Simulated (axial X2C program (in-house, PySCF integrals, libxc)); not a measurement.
## Curves of YbSe⁺ from open-shell CI on f13 s0

Calculated with an axial X2C code built on PySCF integrals: two-component X2C with atomic mean-field Coulomb and Gaunt terms, basis Yb dyall-v3z, Se dyall-v3z (cores contracted in-house). Orbitals come from Hartree–Fock averaged over the configuration Yb f13 s0; CI then distributes these electrons over the f, s shells of Yb.

Scan along the bond; masses Yb 173.939 u, Se 79.917 u. Energies in cm⁻¹ from the lowest point; levels are followed by energy order within each Ω. Lowest level at 2.353 Å: 100% f13.

| R (Å) | (1)Ω=1/2 | (1)Ω=3/2 | (1)Ω=5/2 | (1)Ω=7/2 | (2)Ω=1/2 | (2)Ω=3/2 | (2)Ω=5/2 |
| --- | --- | --- | --- | --- | --- | --- | --- |
| 2.188 | 3167 | 3251 | 3582 | 3946 | 13216 | 13457 | 13904 |
| 2.271 | 686 | 806 | 1160 | 1589 | 10752 | 11019 | 11534 |
| 2.353 | 0 | 142 | 506 | 971 | 10077 | 10357 | 10909 |
| 2.447 | 794 | 950 | 1314 | 1794 | 10881 | 11162 | 11728 |
| 2.541 | 2768 | 2927 | 3280 | 3752 | 12860 | 13131 | 13685 |
| 2.647 | 5871 | 6024 | 6350 | 6790 | 15969 | 16214 | 16726 |
| 2.777 | 10166 | 10293 | 10557 | 10924 | 20278 | 20463 | 20868 |

(1) Fit the curves (1)Ω=1/2, (1)Ω=3/2, (1)Ω=5/2, (1)Ω=7/2, (2)Ω=1/2, (2)Ω=3/2, (2)Ω=5/2 near their minima.

Dynamic correlation is missing, so gaps between terms are too wide and other configurations may lie lower; the lowest level listed is that of this model, not necessarily the ground state. At most 4 roots were kept for each Ω > 0 (twice that for Ω = 0) within 2.2 eV of the lowest, so higher up levels can be missing between those listed; levels with Ω > 0 are doubly degenerate and listed once, Ω = 0 levels singly. States that fill the shells left empty in the average are placed too high.

Answers

(1) From the open-shell CI curves, Te from the lowest:

| level | Te (cm⁻¹) | Re (Å) | ωe (cm⁻¹) |
| --- | --- | --- | --- |
| (1)Ω=1/2 | 0 | 2.351 | 345.1 |
| (1)Ω=3/2 | 142 | 2.350 | 344.5 |
| (1)Ω=5/2 | 506 | 2.350 | 343.3 |
| (1)Ω=7/2 | 970 | 2.348 | 341.4 |
| (2)Ω=1/2 | 10077 | 2.350 | 345.1 |
| (2)Ω=3/2 | 10357 | 2.350 | 343.9 |
| (2)Ω=5/2 | 10908 | 2.348 | 341.7 |

Without dynamic correlation distances can be off by several hundredths of an Å (long for ionic bonds, short for multiple bonds) and the wavenumbers are rough.
